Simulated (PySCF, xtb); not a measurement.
H₆N₃OTa, SMILES [NH]=[Ta]([NH2])([NH2])[OH], multiplicity 1.

GFN2-xTB in xtb at its own geometry gives an orbital gap of 3.45 eV and a dipole moment of 3.69 D.

The structure is a stationary point at PBE0-D3(BJ)/def2-SVP. The spin state was assumed, not searched. The structure was generated by enumeration; whether it is a known compound was not checked. The def2 effective core potentials stand for the cores of Ta; spin–orbit coupling is left out. Other conformers were not sampled.

Problem. What does PySCF with PBE0/def2-TZVP give? (Estimate from the structure and the level; the computed values follow.)

Solution. gap 7.11 eV (levels -6.91 and 0.19 eV), dipole 0.81 D.
